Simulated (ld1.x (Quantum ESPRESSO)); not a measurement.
What one change does to a pseudopotential (platinum (Pt), TM)

ld1.x (Quantum ESPRESSO) 7.5 input, shortened:

```
&input
   title='Pt', zed=78., rel=2, dft='PZ', iswitch=3,
   config='[Xe] 4f14 5d10 5f-2 6s0 6p0', rel_dist='average'
 /
 &inputp
   pseudotype=2, tm=.true., lloc=0,
   nlcc=.true.
 /
4
5P  2  1   6.00   0.00  1.35  1.35  0.0
5D  3  2  10.00   0.00  2.05  2.05  0.0
5F  4  3  -2.00  -0.10  2.35  2.35  0.0
6S  1  0   0.00   0.00  2.25  2.25  0.0
 &test
   configts(1)='5p6 5d10 6s0 6p0'
 /
```

Open shells are filled in proportion to 2j + 1 (rel_dist='average').

Change: all radii but the core radius scaled by about 0.83 (s 1.86, p 1.12, d 1.70, f 1.96 bohr).

Cutoffs: the cutoffs (Ry, on a coarse ladder) from which the occupation-weighted sum of valence levels, in a spherical-Bessel basis at the reference potential, stays within 10 and 1 mRy of its value at 400 Ry; they do not see the model core or the augmentation charge, which bear on the density cutoff. Errors are all-electron minus pseudo energies relative to the spin-unpolarised reference configuration.

Problem. Predict the effect on cutoff, ghosts and configuration errors.

Solution. The potential gets harder (100 Ry and 140 Ry → 140 Ry and 230 Ry); of the 7 tests that both files solve, the error grows in 0 and shrinks in 7 by more than 15 % and 0.3 meV (median size 124.7 → 69.0 meV); neither file shows a bound ghost at the reference potential, the only one tested. A smaller radius makes the pseudo-wave follow the all-electron one further in, where it bends more sharply, so more plane waves are needed. Less of the atom is replaced, so other configurations are described better.

```tsv
quantity	base	changed
cutoff, loose	100 Ry	140 Ry
cutoff, tight	140 Ry	230 Ry
loose cutoff by channel (10 mRy a level)	p 60 Ry, d 35 Ry	p 80 Ry, d 35 Ry
bound ghosts	none	none
error for 5p6 5d9 6s1 6p0, meV [ΔE -0.03 eV]	-35	-22
error for 5p6 5d9 6s0 6p0, meV [ΔE 9.53 eV]	-22	-16
error for 5p6 5d8 6s0 6p0, meV [ΔE 29.80 eV]	-125	-96
error for 5p6 5d8 6s1 6p0, meV [ΔE 11.41 eV]	-125	-69
error for 5p6 5d9 6s0.5 6p0, meV [ΔE 3.84 eV]	-25	-16
error for 5p6 5d8 6s2 6p0, meV [ΔE 0.92 eV]	-158	-84
error for 5p6 5d6 6s0 6p0, meV [ΔE 108.24 eV]	-738	-614
```

Base: These tests converged, but a pseudo level misses the all-electron one widely, so the file describes the atom poorly there or has found another state: 5p6 5d8 6s0 6p0: empty 6p by 2.1 eV; 5p6 5d6 6s0 6p0: empty 6p by 4.2 eV. Changed file: These tests converged, but a pseudo level misses the all-electron one widely, so the file describes the atom poorly there or has found another state: 5p6 5d6 6s0 6p0: empty 6p by 3.9 eV.
